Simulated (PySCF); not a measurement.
Species: C₇H₄O₂.
SMILES with atom numbers: `[CH:1]#[C:2][CH:3]1[C:4](=[O:5])[CH:6]=[CH:7][C:8]1=[O:9]` (hydrogens: H10 on C1; H11 on C3; H12 on C6; H13 on C7)

The same species was optimised twice, with GFN2-xTB and with PBE0-D3(BJ)/def2-SVP (PySCF), and the same property calculations (PySCF, gas phase) were run on both structures.

| coordinate | GFN2-xTB | PBE0-D3(BJ)/def2-SVP | change |
| --- | --- | --- | --- |
| C1≡C2 (Å) | 1.197 | 1.209 | +0.012 |
| C3–C4 (Å) | 1.531 | 1.540 | +0.009 |
| C3–C8 (Å) | 1.531 | 1.539 | +0.008 |
| C6=C7 (Å) | 1.335 | 1.343 | +0.008 |
| C4–C6 (Å) | 1.482 | 1.487 | +0.005 |
| C7–C8 (Å) | 1.482 | 1.487 | +0.005 |
| C2–C3 (Å) | 1.450 | 1.448 | -0.002 |
| C8=O9 (Å) | 1.199 | 1.199 | 0.000 |
| C4=O5 (Å) | 1.199 | 1.199 | 0.000 |
| C2–C3–C4 (°) | 109.3 | 115.2 | +5.9 |
| C2–C3–C8 (°) | 109.0 | 114.9 | +5.9 |
| C1–C2–C3 (°) | 177.9 | 179.2 | +1.3 |
| C3–C8–C7 (°) | 106.1 | 107.1 | +1.0 |
| C3–C4–C6 (°) | 106.1 | 107.1 | +1.0 |
| O5–C4–C6 (°) | 127.1 | 126.2 | -0.9 |
| C7–C8–O9 (°) | 127.1 | 126.2 | -0.9 |
| C4–C3–C8 (°) | 103.9 | 103.2 | -0.7 |

Rotational constants: A = 2079, B = 1912, C = 1174 MHz (GFN2-xTB) against A = 2098, B = 1932, C = 1062 MHz (PBE0-D3(BJ)/def2-SVP). Point groups within 0.08 Å: Cs and Cs. Atoms that the bonding makes alike are paired by their places after alignment.

On the GFN2-xTB structure: lowest singlet, TDDFT (eV) 2.81 [B3LYP/def2-SVPD]; lowest triplet, Tamm–Dancoff (eV) 2.46 [B3LYP/def2-SVPD]; isotropic polarisability (au) 82.3 [B3LYP/def2-SVPD]; HOMO (eV) -7.33 [B3LYP/def2-SVPD]; LUMO (eV) -3.29 [B3LYP/def2-SVPD]; dipole (D) 2.27 [B3LYP/def2-SVPD]; HOMO (eV) -7.50 [PBE0/pcSseg-1]; LUMO (eV) -3.02 [PBE0/pcSseg-1]; dipole (D) 2.17 [PBE0/pcSseg-1]; GIAO shielding of C1 (ppm) 107.4 [PBE0/pcSseg-1]; GIAO shielding of C2 (ppm) 105.8 [PBE0/pcSseg-1]; GIAO shielding of C3 (ppm) 142.2 [PBE0/pcSseg-1]; GIAO shielding of C4/C8 (mean) (ppm) -15.0 [PBE0/pcSseg-1]; GIAO shielding of O5/O9 (mean) (ppm) -344.4 [PBE0/pcSseg-1]; GIAO shielding of C6/C7 (mean) (ppm) 29.9 [PBE0/pcSseg-1].

What do these properties become on the PBE0-D3(BJ)/def2-SVP structure?

```tsv
property	level	on GFN2-xTB	on PBE0-D3(BJ)/def2-SVP	change
lowest singlet, TDDFT (eV)	B3LYP/def2-SVPD	2.81	2.82	+0.01
lowest triplet, Tamm–Dancoff (eV)	B3LYP/def2-SVPD	2.46	2.47	+0.01
isotropic polarisability (au)	B3LYP/def2-SVPD	82.3	83.9	+1.6
HOMO (eV)	B3LYP/def2-SVPD	-7.33	-7.35	-0.02
LUMO (eV)	B3LYP/def2-SVPD	-3.29	-3.30	-0.01
dipole (D)	B3LYP/def2-SVPD	2.27	2.33	+0.06
energy, GFN2-xTB geometry as zero (kcal/mol)	B3LYP/def2-SVPD	0.0	-2.1	-2.1
HOMO (eV)	PBE0/pcSseg-1	-7.50	-7.52	-0.02
LUMO (eV)	PBE0/pcSseg-1	-3.02	-3.03	-0.01
dipole (D)	PBE0/pcSseg-1	2.17	2.18	+0.01
energy, GFN2-xTB geometry as zero (kcal/mol)	PBE0/pcSseg-1	0.0	-1.1	-1.1
GIAO shielding of C1 (ppm)	PBE0/pcSseg-1	107.4	104.5	-2.9
GIAO shielding of C2 (ppm)	PBE0/pcSseg-1	105.8	107.9	+2.1
GIAO shielding of C3 (ppm)	PBE0/pcSseg-1	142.2	140.8	-1.4
GIAO shielding of C4/C8 (mean) (ppm)	PBE0/pcSseg-1	-15.0	-16.3	-1.3
GIAO shielding of O5/O9 (mean) (ppm)	PBE0/pcSseg-1	-344.4	-356.6	-12.2
GIAO shielding of C6/C7 (mean) (ppm)	PBE0/pcSseg-1	29.9	28.6	-1.3
```

The heavy atoms differ by 0.305 Å rms after alignment (one structure mirrored). Among bonds between heavy atoms C1≡C2 changes most (+0.012 Å). Changes are differences of the printed values. Neither structure is proved a minimum here.
